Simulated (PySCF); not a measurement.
## Ag⁺: excitation energy

Ag⁺ [Kr] 4d10 (1S) → Ag⁺ [Kr] 4d9 5s1 (3D), as a difference of total energies. Computed with PySCF 2.14 in aug-cc-pwCVDZ-PP with ECP28MDF, with scalar relativity through the core potential. Correlated levels: valence: 4s2 4p6 frozen; valence and next inner shell: nothing frozen outside the core potential. The calculations carry no spin-orbit coupling.

```json
{"method": "UHF", "excitation energy (eV)": "4.361", "error (eV)": "-0.674"}
{"method": "LDA", "excitation energy (eV)": "4.663", "error (eV)": "-0.372"}
{"method": "PBE", "excitation energy (eV)": "4.592", "error (eV)": "-0.443"}
{"method": "PBE0", "excitation energy (eV)": "4.714", "error (eV)": "-0.321"}
{"method": "r2SCAN", "excitation energy (eV)": "4.552", "error (eV)": "-0.483"}
{"method": "MN15", "excitation energy (eV)": "5.006", "error (eV)": "-0.029"}
{"method": "r2SCAN0", "excitation energy (eV)": "4.651", "error (eV)": "-0.384"}
{"method": "HSE06", "excitation energy (eV)": "4.671", "error (eV)": "-0.364"}
{"method": "B2PLYP", "excitation energy (eV)": "4.828", "error (eV)": "-0.207"}
{"method": "MP2 (valence)", "excitation energy (eV)": "5.295", "error (eV)": "+0.260"}
{"method": "SCS-MP2 (valence)", "excitation energy (eV)": "5.290", "error (eV)": "+0.255"}
{"method": "MP2 (valence and next inner shell)", "excitation energy (eV)": "5.029", "error (eV)": "-0.006"}
{"method": "SCS-MP2 (valence and next inner shell)", "excitation energy (eV)": "5.009", "error (eV)": "-0.026"}
```

Reference: 5.035 eV (measured; NIST levels, between the centres of gravity of the two terms).

Errors of the correlated levels include the incompleteness of this basis and the frozen core.
